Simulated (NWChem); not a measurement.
Program: NWChem. System: C3H9Si, charge 0, spin multiplicity 2, at a geometry optimised with UB3LYP/def2-SVP. The structure started from a generated list of species. Its SCF solution wasn't tested for a lower state. Level: G0W0@UHF/def2-TZVP, RI basis def2-tzvp-rifit.

Output (cleaned and shortened):

```
             Northwest Computational Chemistry Package (NWChem) 7.3.0
             --------------------------------------------------------

                                NWChem Input Module
                                -------------------

 Scaling coordinates for geometry "geometry" by  1.889725989
 (inverse scale =  0.529177249)

 Turning off AUTOSYM since
 SYMMETRY directive was detected!

                             Geometry "geometry" -> ""
                             -------------------------

 Output coordinates in angstroms (scale by  1.889725989 to convert to a.u.)

  No.       Tag          Charge          X              Y              Z
 ---- ---------------- ---------- -------------- -------------- --------------
    1 C                    6.0000     1.77822500     0.40885800     0.00000000
    2 Si                  14.0000     0.08118400    -0.35576800     0.00000000
    3 C                    6.0000    -0.86148200     0.13981700    -1.56243300
    4 C                    6.0000    -0.86148200     0.13981700     1.56243300
    5 H                    1.0000     2.33370600     0.62852700    -0.92014800
    6 H                    1.0000     2.33370600     0.62852700     0.92014800
    7 H                    1.0000     0.21643600    -1.85317100     0.00000000
    8 H                    1.0000    -1.84587100    -0.35495500    -1.60184300
    9 H                    1.0000    -0.30434600    -0.15123600    -2.46810700
   10 H                    1.0000    -1.02577500     1.22915200    -1.60165900
   11 H                    1.0000    -0.30434600    -0.15123600     2.46810700
   12 H                    1.0000    -1.84587100    -0.35495500     1.60184300
   13 H                    1.0000    -1.02577500     1.22915200     1.60165900

 Effective nuclear repulsion energy (a.u.)     164.6138852775

            Nuclear Dipole moment (a.u.)
            ----------------------------
        X                 Y               Z
 ---------------- ---------------- ----------------
     0.0000113384     0.0000094486     0.0000000000

      Symmetry information
      --------------------

 Group name             Cs
 Group number              2
 Group order               2
 No. of unique centers     8

      Symmetry unique atoms

     1    2    3    5    7    8    9   10


 Summary of "ao basis" -> "" (spherical)
 ------------------------------------------------------------------------------
       Tag                 Description            Shells   Functions and Types
 ---------------- ------------------------------  ------  ---------------------
 *                         def2-tzvp                  on all atoms

 new library libraries.bse/

 Summary of "ri basis" -> "" (spherical)
 ------------------------------------------------------------------------------
       Tag                 Description            Shells   Functions and Types
 ---------------- ------------------------------  ------  ---------------------
 *                      def2-tzvp-rifit               on all atoms

  xc_inp: hfexch multiplicative factor not found.

                                 NWChem DFT Module
                                 -----------------

 Summary of "ao basis" -> "ao basis" (spherical)
 ------------------------------------------------------------------------------
       Tag                 Description            Shells   Functions and Types
 ---------------- ------------------------------  ------  ---------------------
 C                         def2-tzvp                11       31   5s3p2d1f
 Si                        def2-tzvp                13       37   5s5p2d1f
 H                         def2-tzvp                 4        6   3s1p

 Summary of "ao basis" -> "ao basis" (spherical)
 ------------------------------------------------------------------------------
       Tag                 Description            Shells   Functions and Types
 ---------------- ------------------------------  ------  ---------------------
 C                         def2-tzvp                11       31   5s3p2d1f
 Si                        def2-tzvp                13       37   5s5p2d1f
 H                         def2-tzvp                 4        6   3s1p
[...]
    beta     51     52     53     54     56     55     57     58     59     60
 overlap   0.995  0.942  0.994  0.766  0.745  0.988  0.918  0.982  0.996  0.990

   alpha     61     62     63     64     65     66     67     68     69     70
    beta     61     62     63     65     64     66     67     68     69     70
 overlap   1.000  0.997  1.000  0.835  0.854  0.990  0.982  0.978  0.993  0.941

   alpha     71     72     73     74     75     76     77     78     79     80
    beta     71     72     73     74     75     76     77     78     79     80
 overlap   0.940  0.998  1.000  0.984  0.999  0.958  0.944  0.999  0.991  0.996

   alpha     81     82     83     84     85     86     87     88     89     90
    beta     81     83     82     85     84     86     87     88     89     90
 overlap   1.000  0.996  1.000  0.879  1.000  0.878  0.999  0.944  0.999  0.944

   alpha     91     92     93     94     95     96     97     98     99    100
    beta     91     93     92     94     95     96     97     98     99    100
 overlap   0.989  0.982  1.000  0.985  1.000  0.991  0.996  0.986  0.988  0.992

   alpha    101    102    103    104    105    106    107    108    109    110
    beta    101    102    103    104    105    106    107    108    109    110
 overlap   0.991  0.955  0.999  0.924  0.994  0.999  0.999  0.966  0.966  0.999

   alpha    111    112    113    114    115    116    117    118    119    120
    beta    111    112    113    114    115    116    117    118    119    120
 overlap   0.998  0.999  1.000  0.999  1.000  1.000  0.997  0.999  0.997  1.000

   alpha    121    122    123    124    125    126    127    128    129    130
    beta    121    122    123    124    125    126    127    128    129    130
 overlap   0.998  0.999  0.997  0.996  0.997  0.995  0.999  0.996  0.998  0.993

   alpha    131    132    133    134    135    136    137    138    139    140
    beta    131    132    133    135    134    136    137    138    139    140
 overlap   0.997  0.992  0.999  0.995  0.999  0.998  0.999  0.996  0.997  1.000

   alpha    141    142    143    144    145    146    147    148    149    150
    beta    141    142    143    144    146    145    147    149    148    150
 overlap   0.999  0.997  0.981  0.984  0.983  0.997  0.983  0.992  0.990  0.983

   alpha    151    152    153    154    155    156    157    158    159    160
    beta    151    152    153    154    155    156    158    157    159    160
 overlap   0.999  0.997  0.993  0.961  0.996  0.994  0.969  0.991  0.995  0.995

   alpha    161    162    163    164    165    166    167    168    169    170
    beta    161    162    163    164    165    166    167    168    169    170
 overlap   0.995  0.982  0.999  0.974  1.000  0.984  1.000  0.998  1.000  1.000

   alpha    171    172    173    174    175    176    177    178    179    180
    beta    171    172    173    174    175    176    177    178    179    180
 overlap   1.000  1.000  1.000  1.000  0.781  0.781  1.000  1.000  1.000  1.000

   alpha    181    182    183    184
    beta    181    182    183    184
 overlap   1.000  1.000  1.000  1.000

     --------------------------
     Expectation value of S2:
     --------------------------
      <S2> =      0.7614 (Exact =     0.7500)

 center of mass
 --------------
 x =   0.03763516 y =  -0.02159973 z =  -0.00000000

 moments of inertia (a.u.)
 ------------------
         344.700128316931         -23.092767469766           0.000000000000
         -23.092767469766         567.901916376332           0.000000000000
           0.000000000000           0.000000000000         320.401837315241

     Multipole analysis of the density
     ---------------------------------

     L   x y z        total         alpha         beta         nuclear
     -   - - -        -----         -----         ----         -------
     0   0 0 0      0.000000    -21.000000    -20.000000     41.000000

     1   1 0 0     -0.005321     -1.594989      1.589657      0.000011
     1   0 1 0      0.214888     -0.243166      0.458044      0.000009
     1   0 0 1      0.000000      0.000000      0.000000      0.000000

     2   2 0 0    -25.937997   -104.385739    -93.013214    171.460956
     2   1 1 0      0.534719     -7.687484     -5.797035     14.019238
     2   1 0 1      0.000000      0.000000      0.000000     -0.000000
     2   0 2 0    -27.624962    -34.277122    -31.034218     37.686378
     2   0 1 1     -0.000000     -0.000000     -0.000000     -0.000000
     2   0 0 2    -26.087582   -108.700583   -108.200523    190.813525

 Task  times  cpu:       62.1s     wall:       62.1s

                                NWChem Input Module
                                -------------------

                                 NWChem GW Module
                                 ----------------

                             ***********************
                             ***        GW       ***
                             ***********************

 Summary of "ri basis" -> "ri basis" (spherical)
 ------------------------------------------------------------------------------
       Tag                 Description            Shells   Functions and Types
 ---------------- ------------------------------  ------  ---------------------
 C                      def2-tzvp-rifit             22       76   8s6p4d3f1g
 Si                     def2-tzvp-rifit             29      113   9s7p6d5f2g
 H                      def2-tzvp-rifit              7       15   4s2p1d

                 Memory Information
                 ------------------
          Available GA per process is          1699.5 MBs
          Available stack per process is        700.0 MBs
          Available heap per process is         199.8 MBs

          Peak memory in Initialization
              Peak GA per process is                 32.2 MBs
              Peak stack per process is               0.4 MBs
              Peak heap per process is               32.5 MBs
              Memory not in MA per process            0.0 MBs

          Peak memory in CDGW Calculation
              Peak GA per process is                 35.6 MBs
              Peak stack per process is               3.5 MBs
              Peak heap per process is                5.4 MBs
              Memory not in MA per process            0.1 MBs

          Computing 2-center integrals
          Computing Inverse Cholesky factor
          Computing 3-center integrals
          Computing Vxc
          Computing Sigma_x
          Computing W(iw) on the imaginary grid
          Solving quasiparticle equations

                  Alpha Orbitals
          State     Energy (eV)     Error (eV)
          -----------------------------------
@GW        18        -12.321           0.003
@GW        19        -11.973           0.003
@GW        20        -11.795           0.004
@GW        21        -10.142           0.003
@GW        22          3.067           0.005
@GW        23          3.329           0.004

                   Beta Orbitals
          State     Energy (eV)     Error (eV)
          -----------------------------------
@GW        17        -14.479           0.002
@GW        18        -11.861           0.002
@GW        19        -11.644           0.002
@GW        20        -11.758           0.004
@GW        21          0.736           0.004
@GW        22          3.145           0.002

     GW Timing Statistics
   ------------------------
   Init.   :          0.1s
     ERIs  :          5.6s
     Distr.:          0.1s
     Vxc   :          5.4s
   Vmo     :          0.0s
   iW      :         13.4s
   I_n     :          0.0s
   R_n     :          1.0s
   GW total:         25.6s

 Task  times  cpu:       25.6s     wall:       25.6s

 Total times  cpu:       87.7s     wall:       87.7s
```

Task: Write an NWChem input that would produce this output.

Result: This is not unique; one that fits is 
```
start mol
memory heap 200 mb stack 700 mb global 1700 mb
geometry units angstroms nocenter noautoz
  C      1.778225     0.408858     0.000000
  Si     0.081184    -0.355768     0.000000
  C     -0.861482     0.139817    -1.562433
  C     -0.861482     0.139817     1.562433
  H      2.333706     0.628527    -0.920148
  H      2.333706     0.628527     0.920148
  H      0.216436    -1.853171     0.000000
  H     -1.845871    -0.354955    -1.601843
  H     -0.304346    -0.151236    -2.468107
  H     -1.025775     1.229152    -1.601659
  H     -0.304346    -0.151236     2.468107
  H     -1.845871    -0.354955     1.601843
  H     -1.025775     1.229152     1.601659
  symmetry group Cs
end
basis spherical
  * library def2-tzvp
end
basis "ri basis" bse spherical
  * library def2-tzvp-rifit
end
dft
  xc hfexch
  odft
  mult 2
  iterations 100
  direct
  tolerances tight
end
task dft energy
gw
  method cdgw
  states alpha occ 4 vir 2
  states beta occ 4 vir 2
end
task dft gw
```
